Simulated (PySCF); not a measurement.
C₅H₁₄P₂S.
Numbering: `[CH3:1][CH2:2][CH2:3][P@@:4]([PH2:5])(=[S:6])[CH2:7][CH3:8]` (hydrogens: H9, H10, H11 on C1; H12, H13 on C2; H14, H15 on C3; H16, H17 on P5; H18, H19 on C7; H20, H21, H22 on C8)

Geometry (PBE0-D3(BJ)/def2-SVP, Å), atoms numbered from 1 in this order:
```
atom  x, y, z in Å
C1     3.1820    0.5875   -0.3336
C2     2.0225   -0.3461   -0.0258
C3     0.6913    0.3872    0.0758
P4    -0.6863   -0.6867    0.6384
P5    -1.0961   -1.9420   -1.1635
S6    -0.3430   -1.6196    2.3174
C7    -2.1630    0.4035    0.7109
C8    -2.5026    1.1959   -0.5410
H9     3.2875    1.3592    0.4456
H10    3.0400    1.1063   -1.2953
H11    4.1323    0.0362   -0.3877
H12    2.1965   -0.8798    0.9229
H13    1.9562   -1.1243   -0.8059
H14    0.4102    0.8493   -0.8854
H15    0.7546    1.1917    0.8296
H16   -2.1015   -2.6724   -0.4604
H17   -0.0722   -2.8677   -0.8041
H18   -1.9754    1.0562    1.5800
H19   -2.9854   -0.2661    1.0111
H20   -1.6919    1.8815   -0.8282
H21   -3.4039    1.8046   -0.3733
H22   -2.7037    0.5374   -1.4000
```

All values: PBE0/pcSseg-1 (PySCF, non-relativistic), on one gas-phase PBE0-D3(BJ)/def2-SVP geometry that isn't relaxed in the solvent. The solvent is an IEF-PCM continuum (Bondi radii, 1.10 Å for H, scaled by 1.2). Only the electrostatic response of the medium enters.

Gas phase at PBE0/pcSseg-1: HOMO -6.24 eV, LUMO -0.40 eV, dipole 3.82 D.

Q: What does the continuum do to the energy, the frontier levels and the dipole at PBE0/pcSseg-1 in dichloromethane and acetonitrile?

A: 
```
        solvent      ε  E(solvent) − E(gas) (kcal/mol)  polarisation term (kcal/mol)  distortion of the solute (kcal/mol)  HOMO (eV)  LUMO (eV)  dipole (D)
dichloromethane   8.93                           -7.48                         -9.17                                 1.69      -6.51      -0.32        5.46
   acetonitrile  35.69                           -8.69                        -11.01                                 2.32      -6.56      -0.31        5.77
```

Polarisation term: ½ Σ q·V over the induced surface charges. Distortion: the rise of the solute's own energy as its density leaves the gas-phase optimum. From dichloromethane to acetonitrile the lowering changes by a factor 1.16, Onsager's factor (ε − 1)/(2ε + 1) by 1.14 and ε itself by 4.0.

Q: Which radius a makes the point-dipole formula ΔE = −[(ε − 1)/(2ε + 1)]·μ²/a³ give the value in acetonitrile, with the gas-phase dipole?

A: μ = 1.503 au and |ΔE| = 0.01386 Eh give a = 2.26 Å; the farthest nucleus lies 4.15 Å from the centroid of the nuclei, so such a sphere wouldn't even hold the nuclei. The formula assumes a rigid point dipole at the centre of a sphere.

Q: Give the dipole vector in the frame of the coordinates (D, pointing from negative to positive charge), gas and acetonitrile.

A: Gas (-0.51, 2.42, -2.91), solvent (-0.95, 3.36, -4.60). Its length changes by +51 % and its direction by 4°.

Q: Which ESP-fitted charges (PBE0/pcSseg-1) respond most in acetonitrile (means over atoms taken as equivalent)?

A: 
```tsv
atoms	environment	gas (e)	solvent (e)	change
S6	sulfur bonded to P	-0.344	-0.503	-0.159
P4	phosphorus bonded to 2 C, P and S	-0.166	-0.069	+0.097
C8	methyl carbon	-0.093	-0.119	-0.026
C1	methyl carbon	-0.445	-0.464	-0.019
H12	methylene hydrogen	+0.045	+0.029	-0.016
C2	chain CH2 carbon	+0.057	+0.073	+0.016
H14	methylene hydrogen	+0.085	+0.100	+0.015
H20/H21/H22	methyl hydrogen	+0.036	+0.047	+0.011
```

On one thread, Intel Xeon Platinum 8259CL at 2.50 GHz (x86_64), on a shared host, this took 66 s and 1.3 GiB of memory at its peak. This is the whole shielding run at PBE0/pcSseg-1 in acetonitrile, SCF included.
